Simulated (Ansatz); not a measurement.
Complex (SMILES): Cl (HCl) with C#N (CH-N), atoms 1 to 2 the first; geometry from B3LYP-D3(BJ)/def2-TZVP, monomers rigid:
```xyz
5

Cl     0.5827     0.3550    -0.5709
H     -0.2332    -0.1068     0.3213
C     -2.2420    -1.2590     2.4984
N     -1.5177    -0.8394     1.7187
H     -2.9178    -1.6506     3.2258
```

Basis-set convergence of the uncorrected interaction energy at B3LYP with Ansatz (an electronic-structure program). Cartesian d functions, on some or all atoms, in 6-31G*, 6-31G**, 6-311G**; all else is spherical. The program fits the integrals of some runs and decomposes those of others, by size. No added dispersion term, no relativity. Functions are those of the species that has most. Reference: the counterpoise-corrected one, the value in aug-pcseg-3, -3.96 kcal/mol, itself unsure by roughly 0.01 kcal/mol (its mean distance from aug-cc-pV(Q+d)Z, def2-QZVPPD, counterpoise-corrected). Deviations are taken from unrounded values.

```json
[
 {"basis": "STO-3G", "functions": "21"},
 {"basis": "3-21G", "functions": "35"},
 {"basis": "6-31G", "functions": "35"},
 {"basis": "pcseg-0", "functions": "35"},
 {"basis": "def2-SV(P)", "functions": "50"},
 {"basis": "6-31G*", "functions": "53"},
 {"basis": "def2-SVP", "functions": "56"},
 {"basis": "pcseg-1", "functions": "56"},
 {"basis": "6-31G**", "functions": "59"},
 {"basis": "6-311G**", "functions": "75"},
 {"basis": "def2-TZVP", "functions": "111"},
 {"basis": "pcseg-2", "functions": "122"},
 {"basis": "def2-TZVPP", "functions": "132"},
 {"basis": "def2-QZVPP", "functions": "244"},
 {"basis": "pcseg-3", "functions": "250"},
 {"basis": "pcseg-4", "functions": "429"}
]
```

**Question.** Which is the smallest set listed that can be trusted to 0.5 kcal/mol here, that is, within that of the reference together with its larger relatives (same family, alike in diffuse functions; a set with none to test it counts only in the reference's own line)?

**Answer.** The smallest set listed that lies within 0.5 kcal/mol of the reference with all its larger relatives (same family, alike in diffuse functions; a set with none counts only in the reference's own line) is def2-TZVP (111 functions, -0.35 kcal/mol off). Value minus reference: STO-3G -3.47, 3-21G -4.79, 6-31G -3.15, pcseg-0 -2.82, def2-SV(P) -1.36, 6-31G* -1.36, def2-SVP -1.36, pcseg-1 -1.18, 6-31G** -1.50, 6-311G** -1.33, def2-TZVP -0.35, pcseg-2 -0.26, def2-TZVPP -0.25, def2-QZVPP -0.06, pcseg-3 -0.02, pcseg-4 -0.01 kcal/mol.
